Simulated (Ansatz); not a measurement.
C3H9NOZn (`CC(C)[O][Zn][NH2]`) from Hartree–Fock to CCSD(T)

```xyz
15

C     0.066   -1.168    1.336
C     0.334   -1.185   -0.160
C    -0.958   -1.115   -0.956
O     1.224   -0.169   -0.533
Zn    0.869    1.562   -0.368
N     0.760    3.368   -0.310
H    -0.550   -2.017    1.646
H    -0.465   -0.250    1.615
H     1.007   -1.202    1.889
H     0.833   -2.134   -0.405
H    -1.505   -0.196   -0.709
H    -1.616   -1.961   -0.736
H    -0.744   -1.111   -2.026
H     0.052    3.794   -0.892
H     0.695    3.783    0.610
```

Total charge 0; spin multiplicity 1. For Zn the d shell is correlated and the shells below it are frozen. Scalar relativity is left out up to krypton. Geometry: relaxed with PBE0-D4/def2-TZVP. It is one conformer, not always the lowest. Frozen core, restricted reference, Ansatz 0.2.0.

```csv
basis,HF (Eh),MP2 corr.,CCSD corr.,(T),CCSD(T) total
def2-SVP,-2025.53795,-1.09995,-1.13135,-0.03170,-2026.70100
def2-TZVPP,-2026.07484,-1.49870,–,–,–
def2-QZVPP,-2026.12966,-1.60260,–,–,–
```
